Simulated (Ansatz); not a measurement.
```xyz
7

O     0.907   -0.219    1.157
Al   -0.134    0.029   -0.151
O    -1.819    0.060   -0.081
S     0.761    0.336   -2.100
H     0.641   -0.366    2.062
H    -2.355   -0.057    0.700
H     1.998    0.217   -1.587
```

Charge 0, multiplicity 1.

Task: List the r2SCAN/def2-TZVPP orbital energies in eV (the Gaussian-basis code of Ansatz). (Best estimate.)

Result: The calculation gave: Occupied: -2408.83, -1517.32, -515.53, -515.50, -213.29, -157.36, -157.26, -157.18, -110.81, -71.13, -70.95, -70.95, -25.84, -25.62, -18.55, -13.24, -12.73, -10.30, -9.16, -8.44, -8.16, -8.04, -7.93, -6.63. Lowest empty: -0.87, 0.16, 0.25, 1.27, 1.43, 3.18, 3.37, 4.08.
